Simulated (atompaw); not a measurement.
**Reading a pseudo-wave (Re (Z = 75))**

Columns: radius, all-electron u(r) and pseudo u(r) of the 5p shell (level -50.77 eV) of rhenium in the configuration [Kr] 4d10 4f14 5s2 5p6 5d5 6s1.5 6p0; PBE, scalar-relativistic, PAW (atompaw) scheme, atompaw 4.2.0.5.

```csv
r (bohr),all-electron,pseudo
0.096,0.1697,0.0248
0.192,0.2139,0.0969
0.288,-0.3711,0.2092
0.385,-0.5501,0.3523
0.481,-0.3163,0.5097
0.577,0.0744,0.6679
0.673,0.4512,0.8128
0.769,0.7419,0.9321
0.865,0.9319,1.0171
0.962,1.0330,1.0635
1.058,1.0624,1.0705
1.154,1.0417,1.0428
1.250,0.9879,0.9878
1.346,0.9145,0.9144
1.442,0.8314,0.8314
1.538,0.7453,0.7453
1.635,0.6601,0.6601
1.731,0.5803,0.5803
1.827,0.5067,0.5067
1.923,0.4399,0.4399
2.019,0.3802,0.3802
2.115,0.3273,0.3273
2.212,0.2805,0.2805
2.308,0.2400,0.2400
2.404,0.2049,0.2049
2.500,0.1746,0.1746
```

**Question.** How many radial nodes do the two functions have?

**Answer.** The all-electron 5p function has n − l − 1 = 3 (the table is too coarse to show those close to the nucleus); the pseudo-wave has 0, since the states of the same l below it are removed with the core.

**Question.** At about which radius was the pseudo-wave matched?

**Answer.** 1.50 bohr. The columns agree to 0.0005 from 1.25 bohr on; several derivatives are matched, so the curves merge somewhat inside the radius.

**Question.** Where does each function peak?

**Answer.** Outermost all-electron maximum near 1.06 bohr, pseudo maximum near 1.06 bohr (to the table’s step).

**Question.** Is the pseudo-wave norm-conserving?

**Answer.** No, it belongs to a PAW set: the norm inside the radius is not constrained, and the difference is carried by the augmentation charge.
